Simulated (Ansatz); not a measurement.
Cost and result for the atomization energy of CH$_{5}$InO$_{2}$S (`C[O][In]([OH])[SH]`) (10 atoms, 9 bonds).

```xyz
10

C    -1.1400    0.6128   -1.3759
O    -0.9693   -0.3593   -0.3711
In    0.6213   -0.3781    0.7904
O     1.8309    1.1605    0.5063
S     0.9112   -2.1156    2.3638
H    -0.6899    1.5820   -1.1287
H    -0.7114    0.2795   -2.3295
H    -2.2133    0.7708   -1.5274
H     2.5910    1.1612    1.0926
H    -0.2304   -2.7137    1.9796
```

Charge 0, multiplicity 1. Correlated methods include outer-core shells of In, which these sets cover unevenly. In: def2 effective core potential. The geometry is a stationary point of PBE0-D4/def2-TZVP. It is one conformer, not always the lowest. Program: Ansatz. Hardware: A = 2 threads of an AMD EPYC 7R13 on a shared host; B = 2 threads of an AMD EPYC 7R13 on a shared host and a share of an NVIDIA H100 80 GB. Times are those of one run each, without the atoms' runs, and a repeat can differ threefold. Electronic energies, without spin–orbit coupling; frozen cores. CCSD(T)/CBS adds CCSD(T) − MP2 in def2-TZVPP to the MP2 limit, and its time is that of the two runs behind it. T1 = 0.016. With those shells the extrapolation isn't a true limit. B3LYP takes the VWN-RPA correlation (the form of Gaussian; ORCA's B3LYP/G).

CCSD(T)/CBS is a level of theory with its own doubt, some kJ/mol a heavy atom from the limit and from the frozen cores, so smaller differences don't rank the functionals.

| level | functions | wall time |
| --- | --- | --- |
| PBE-D4/def2-TZVPP (with forces) [A] | 255 | 4 s |
| PBE0-D4/def2-TZVPP [A] | 255 | 4.9 s |
| r2SCAN-D4/def2-TZVPP (with forces) [A] | 255 | 7 s |
| B3LYP-D4/def2-TZVPP (with forces) [A] | 255 | 7.5 s |
| B2PLYP/def2-TZVPP [A] | 255 | 9.5 s |
| MP2/def2-QZVPP [B] | 473 | 10 s |
| ωB97X-V/def2-TZVPP [A] | 255 | 12 s |
| CCSD(T)/def2-TZVPP [B] | 255 | 16 s |
| ωB97M-V/def2-TZVPP (with forces) [A] | 255 | 17 s |
| CCSD(T)/CBS(def2) | – | 26 s |

**Question.** What atomization energy does each give, and how far from CCSD(T)/CBS? (Estimate.)

**Answer.** Ansatz gave: 
```json
{"level": "PBE-D4/def2-TZVPP (with forces) [A]", "atomization (kJ/mol)": "3397.5", "difference from CCSD(T)/CBS": "37.9", "per bond": "4.2"}
{"level": "PBE0-D4/def2-TZVPP [A]", "atomization (kJ/mol)": "3304.3", "difference from CCSD(T)/CBS": "-55.3", "per bond": "-6.1"}
{"level": "r2SCAN-D4/def2-TZVPP (with forces) [A]", "atomization (kJ/mol)": "3340.4", "difference from CCSD(T)/CBS": "-19.2", "per bond": "-2.1"}
{"level": "B3LYP-D4/def2-TZVPP (with forces) [A]", "atomization (kJ/mol)": "3298.5", "difference from CCSD(T)/CBS": "-61.1", "per bond": "-6.8"}
{"level": "B2PLYP/def2-TZVPP [A]", "atomization (kJ/mol)": "3278.1", "difference from CCSD(T)/CBS": "-81.5", "per bond": "-9.1"}
{"level": "MP2/def2-QZVPP [B]", "atomization (kJ/mol)": "3383.8", "difference from CCSD(T)/CBS": "24.2", "per bond": "2.7"}
{"level": "ωB97X-V/def2-TZVPP [A]", "atomization (kJ/mol)": "3346.3", "difference from CCSD(T)/CBS": "-13.3", "per bond": "-1.5"}
{"level": "CCSD(T)/def2-TZVPP [B]", "atomization (kJ/mol)": "3245.5", "difference from CCSD(T)/CBS": "-114.1", "per bond": "-12.7"}
{"level": "ωB97M-V/def2-TZVPP (with forces) [A]", "atomization (kJ/mol)": "3340.8", "difference from CCSD(T)/CBS": "-18.8", "per bond": "-2.1"}
{"level": "CCSD(T)/CBS(def2)", "atomization (kJ/mol)": "3359.6", "difference from CCSD(T)/CBS": "0.0", "per bond": "0.0"}
```

In def2-TZVPP, CCSD(T) changes the Hartree–Fock value by +994.0 kJ/mol (the triples alone add +66.6 kJ/mol) and MP2 by +1064.2 kJ/mol; breaking electron pairs costs correlation energy, which Hartree–Fock lacks. From PBE to PBE0 (25 % exact exchange), in def2-TZVPP and without D4, the atomization energy moves by −90.5 kJ/mol: exact exchange takes away binding that semilocal exchange gives to molecules. The D4 term adds +31.1 kJ/mol with B3LYP and +16.5 kJ/mol with PBE0; it sums over pairs of atoms, weighted by their polarisabilities, and B3LYP, whose exchange is more repulsive, gets the larger term.

Spin–orbit coupling would lower the free In atoms strongly, and the atomization energy with them, by more than many differences here.
